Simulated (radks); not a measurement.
Results of a calculation; reference values are marked as such.
Problem. These are the eigenvalues of the occupied orbitals of an atom or ion with whole-number occupations (eV). Code: a radial shooting solver on a logarithmic mesh with Libxc functionals. Model: Dirac Kohn-Sham, BLYP, spin-unpolarised, spherical densities, finite nucleus; Fermi nuclear charge, rms radius of each element as measured or else 0.836 A^(1/3) + 0.57 fm.

orbital  eigenvalue
1s1/2     -7656.253
2s1/2     -962.2711
2p1/2     -843.3149
2p3/2     -828.4828
3s1/2     -162.3512
3p1/2     -126.4958
3p3/2     -124.5302
3d3/2      -66.0558
3d5/2      -65.8102

Which element is it, and in what charge state? The configuration may be excited. Open shells, if any, are shared by 2j + 1.

Solution. Z = 27, cobalt, charge +4: Co4+ in [Ar] 3d5. The list shows which subshells hold electrons but not how many an open one holds; the 1s level, -281.36 hartree, gives Z - s = 23.7 by -(Z - s)^2/2, which with screening and relativity narrows Z to a few neighbours, and the depths of the outer levels then fix element, charge and occupations together.
